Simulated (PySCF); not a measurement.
H5BrGeN2 (SMILES [NH2][GeH]([NH2])[Br]), singlet, geometry from GFN2-xTB; CASSCF(8,7)/STO-3G (PySCF).

The PySCF input:
```python
from pyscf import gto, scf, mcscf
import numpy

mol = gto.Mole()
mol.atom = '''
    Ge    0.19847781   -0.50951909    0.61178710
    N    -1.22533696   -1.60062778    0.62682874
    N     1.51679339   -1.38681868   -0.25682257
    Br   -0.28580544    1.26392225   -0.72475670
    H     0.50542080    0.09531306    1.97704109
    H    -1.09910785   -2.57113439    0.39403210
    H    -1.96623154   -1.49022822    1.29898035
    H     2.27274186   -0.83834183   -0.64107453
    H     1.89888246   -2.21615148    0.17027501
'''
mol.basis = 'sto-3g'
mol.verbose = 4
mol.build()

mf = scf.RHF(mol)
mf.kernel()
mc = mcscf.CASSCF(mf, 7, 8)
mc.fix_spin_(ss=0.0)
mc.kernel()
occ = numpy.linalg.eigvalsh(mc.fcisolver.make_rdm1(mc.ci, mc.ncas, mc.nelecas))[::-1]
ss = mc.fcisolver.spin_square(mc.ci, mc.ncas, mc.nelecas)[0]
print('natural occupations', occ.round(4), ' <S^2>', round(ss, 4))
```

**Question.** Write the output that PySCF gives for this input, abridged.

**Answer.** 
```
PySCF version 2.14.0

[INPUT] verbose = 4
[INPUT] num. atoms = 9
[INPUT] num. electrons = 86
[INPUT] charge = 0
[INPUT] spin (= nelec alpha-beta = 2S) = 0
[INPUT] symmetry False subgroup None
[INPUT] Mole.unit = angstrom
[INPUT] Symbol           X                Y                Z      unit          X                Y                Z       unit  Magmom
[...]
nuclear repulsion = 568.432996257201
number of shells = 27
number of NR pGTOs = 153
number of NR cGTOs = 51
basis = sto-3g
ecp = {}

******** <class 'pyscf.scf.hf.RHF'> ********
method = RHF
initial guess = minao
damping factor = 0
level_shift factor = 0
DIIS = <class 'pyscf.scf.diis.CDIIS'>
diis_start_cycle = 1
diis_space = 8
diis_damp = 0
SCF conv_tol = 1e-09
SCF conv_tol_grad = None
SCF max_cycles = 50
direct_scf = True
direct_scf_tol = 1e-13
Set gradient conv threshold to 3.16228e-05
Initial guess from minao.
init E= -4700.74051944411
[...]
cycle= 1 E= -4706.78138927364  delta_E= -6.04  |g|= 0.515  |ddm|= 3.62
[...]
cycle= 2 E= -4706.88796577899  delta_E= -0.107  |g|= 0.0886  |ddm|= 0.922
[...]
cycle= 3 E= -4706.89296716453  delta_E= -0.005  |g|= 0.0284  |ddm|= 0.237
[...]
cycle= 4 E= -4706.89339831551  delta_E= -0.000431  |g|= 0.00557  |ddm|= 0.0629
[...]
cycle= 5 E= -4706.89342581884  delta_E= -2.75e-05  |g|= 0.00112  |ddm|= 0.0206
[...]
cycle= 6 E= -4706.89342699464  delta_E= -1.18e-06  |g|= 0.000208  |ddm|= 0.00455
[...]
cycle= 7 E= -4706.89342703531  delta_E= -4.07e-08  |g|= 4.62e-05  |ddm|= 0.00085
[...]
cycle= 8 E= -4706.89342703725  delta_E= -1.94e-09  |g|= 1.31e-05  |ddm|= 0.000175
[...]
cycle= 9 E= -4706.89342703739  delta_E= -1.42e-10  |g|= 2.61e-06  |ddm|= 4.82e-05
[...]
Extra cycle  E= -4706.89342703739  delta_E= -1.82e-12  |g|= 1.07e-06  |ddm|= 6.02e-06
converged SCF energy = -4706.89342703739

******** <class 'pyscf.mcscf.mc1step.CASSCF'> ********
CAS (4e+4e, 7o), ncore = 39, nvir = 5
max_cycle_macro = 50
max_cycle_micro = 4
conv_tol = 1e-07
conv_tol_grad = None
orbital rotation max_stepsize = 0.02
orbital rotation threshold for CI restart = 0.01
augmented hessian ah_max_cycle = 30
augmented hessian ah_conv_tol = 1e-12
augmented hessian ah_linear dependence = 1e-14
augmented hessian ah_level shift = 1e-08
augmented hessian ah_start_tol = 2.5
augmented hessian ah_start_cycle = 3
augmented hessian ah_grad_trust_region = 3
kf_trust_region = 3
kf_interval = 4
ci_response_space = 4
ci_grad_trust_region = 3
with_dep4 0
natorb = False
canonicalization = True
sorting_mo_energy = False
[...]
CASCI E = -4706.89788119405  S^2 = 0.0000000
[...]
macro iter  23 (  7 JK    2 micro), CASSCF E = -4706.93700623480  dE = -2.07565790e-04  S^2 = 0.0000000
               |grad[o]|=0.00247  |grad[c]|=0.0157  |ddm|=0.0101  |maxRot[o]|=0.0696
macro iter  24 (  7 JK    2 micro), CASSCF E = -4706.93718343316  dE = -1.77198365e-04  S^2 = 0.0000000
               |grad[o]|=0.00258  |grad[c]|=0.0111  |ddm|=0.00993  |maxRot[o]|=0.0697
macro iter  25 (  7 JK    2 micro), CASSCF E = -4706.93732263908  dE = -1.39205920e-04  S^2 = 0.0000000
               |grad[o]|=0.00248  |grad[c]|=0.00426  |ddm|=0.00917  |maxRot[o]|=0.0697
macro iter  26 (  7 JK    2 micro), CASSCF E = -4706.93741387093  dE = -9.12318455e-05  S^2 = 0.0000000
               |grad[o]|=0.00204  |grad[c]|=0.00335  |ddm|=0.00774  |maxRot[o]|=0.0698
macro iter  27 (  5 JK    2 micro), CASSCF E = -4706.93743653055  dE = -2.26596221e-05  S^2 = 0.0000000
               |grad[o]|=0.00126  |grad[c]|=0.00181  |ddm|=0.00153  |maxRot[o]|= 0.03
macro iter  28 (  5 JK    2 micro), CASSCF E = -4706.93744745754  dE = -1.09269922e-05  S^2 = 0.0000000
               |grad[o]|=0.000763  |grad[c]|=0.00185  |ddm|=0.00104  |maxRot[o]|=0.027
macro iter  29 (  9 JK    3 micro), CASSCF E = -4706.93742351135  dE =  2.39461942e-05  S^2 = 0.0000000
               |grad[o]|=0.000305  |grad[c]|=0.00524  |ddm|=0.00195  |maxRot[o]|=0.0586
macro iter  30 (  7 JK    2 micro), CASSCF E = -4706.93743638412  dE = -1.28727715e-05  S^2 = 0.0000000
               |grad[o]|=0.000482  |grad[c]|=0.000386  |ddm|=0.000435  |maxRot[o]|=0.021
macro iter  31 (  6 JK    2 micro), CASSCF E = -4706.93744672316  dE = -1.03390421e-05  S^2 = 0.0000000
               |grad[o]|=0.000336  |grad[c]|=0.00112  |ddm|=0.000758  |maxRot[o]|=0.0274
macro iter  32 (  5 JK    1 micro), CASSCF E = -4706.93744922154  dE = -2.49838013e-06  S^2 = 0.0000000
               |grad[o]|=0.000158  |grad[c]|=0.00089  |ddm|=0.000255  |maxRot[o]|=0.0203
macro iter  33 (  6 JK    1 micro), CASSCF E = -4706.93744928314  dE = -6.15946192e-08  S^2 = 0.0000000
               |grad[o]|=4.32e-05  |grad[c]|=0.000146  |ddm|=3.5e-05  |maxRot[o]|=0.00231
1-step CASSCF converged in  33 macro (353 JK  85 micro) steps
CASSCF canonicalization
Density matrix diagonal elements [1.99189631 1.98624008 1.97985057 1.98760096 0.01956737 0.0194272
 0.0154175 ]
CASSCF energy = -4706.93744928314
CASCI E = -4706.93744928314  E(CI) = -14.4279060151348  S^2 = 0.0000000
natural occupations [1.9985 1.9865 1.982  1.9793 0.0197 0.0191 0.0149]  <S^2> 0.0
```
